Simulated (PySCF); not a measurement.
BeF$_{2}$, singlet, at a GFN2-xTB geometry (such geometries of metal compounds can be far from the true shape). Base run: PySCF with TPSS/6-311G**.

Geometry (Å):
```xyz
3

Be     0.0000     0.0000     0.0000
F      0.0000     0.0000    -1.3695
F      0.0000     0.0000     1.3695
```
Charge 0, spin multiplicity 1.
All else is at PySCF's defaults.
Base energy -214.66614 Eh.

Each row names what was changed in the base input (with any setting that the change needs).

| change | ΔE vs base (mEh) | SCF cycles | outcome |
|---|---|---|---|
| base | 0.000 | 8 | converged |
| conv_tol_grad = 1e-3 | 0.000 | 8 | converged |
| diis_space = 2 | 0.000 | 9 | converged |
| level_shift = 0.3 (with mf.max_cycle = 100) | 0.000 | 13 | converged |
| conv_tol = 1e-4 | 0.007 | 5 | converged |
| init_guess = 1e | 0.000 | 11 | converged |
| diis = off; damp = 0.6 (with mf.diis_start_cycle = 200; with mf.max_cycle = 150) | 0.000 | 17 | converged |
| conv_tol = 1e-6 | 0.000 | 7 | converged |
| init_guess = atom | 0.000 | 8 | converged |
| DIIS = EDIIS | - | 50 | not converged |
| conv_tol = 1e-12 | 0.000 | 9 | converged |
| init_guess = vsap | 0.000 | 8 | converged |
| diis_space = 12 | 0.000 | 8 | converged |
